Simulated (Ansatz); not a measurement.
Frontier orbitals of C$_{2}$H$_{5}$BN$_{2}$, SMILES `NC1=NCB1`.

The species carries charge 0 and has multiplicity 1. All single points use the PBE0-D4/def2-TZVP geometry. It is one conformer, not always the lowest. Basis def2-TZVPP, Ansatz 0.2.0.

```
functional  HOMO (eV)  LUMO (eV)  gap (eV)
       PBE      -5.45      -1.04      4.41
      BLYP      -5.33      -0.92      4.41
      PBE0      -6.67      -0.01      6.66
   r2SCANh      -6.10      -0.40      5.70
   r2SCAN0      -6.80       0.15      6.95
 CAM-B3LYP      -8.02       1.03      9.05
   ωB97X-V      -8.99       2.10     11.09
   ωB97M-V      -8.91       1.84     10.75
```

A quarter of exact exchange (PBE0) shifts PBE's HOMO by −1.22 eV and its LUMO by +1.02 eV; full exchange at long range (ωB97M-V) shifts them by −3.46 and +2.88 eV. The gap opens from 4.42 to 10.75 eV, since occupied levels lose self-interaction and empty ones feel all the electrons. A positive LUMO is unbound and depends on the basis.
